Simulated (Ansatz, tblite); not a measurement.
Cost and result up the ladder for `Sc1ccc(-c2ccc(-c3ccc(-c4ccc(-c5ccc(-c6ccc(S)o6)o5)o4)o3)o2)o1` (46 atoms). Charge 0, multiplicity 1. Geometry: PBE-D4/def2-SVP.

Ansatz on 2 threads of AMD EPYC 7R13 on a shared host and a share (18 GiB) of an NVIDIA H100 80GB HBM3; xTB runs through tblite on one thread. Times are rough, summed over both states, and most runs start from the orbitals of an earlier one. PBE0-D4/def2-TZVP serves as the yardstick here, not as an exact answer. The other state is a triplet.

The xTB rows come from tblite. Single mean-field runs in def2-TZVP are fitted with def2-universal-jkfit.

xTB has no spin-polarisation term.

```json
{"level": "GFN2-xTB", "functions": "152", "wall time": "0.27 s", "vertical triplet (eV)": "1.86", "difference from PBE0-D4/def2-TZVP (eV)": "0.03"}
{"level": "GFN1-xTB", "functions": "166", "wall time": "0.28 s", "vertical triplet (eV)": "1.81", "difference from PBE0-D4/def2-TZVP (eV)": "-0.02"}
{"level": "PBE-D4/def2-TZVP (with forces)", "functions": "1088", "wall time": "22 s", "vertical triplet (eV)": "1.57", "difference from PBE0-D4/def2-TZVP (eV)": "-0.26"}
{"level": "PBE0-D4/def2-TZVP", "functions": "1088", "wall time": "23 s", "vertical triplet (eV)": "1.83", "difference from PBE0-D4/def2-TZVP (eV)": "0.00"}
```
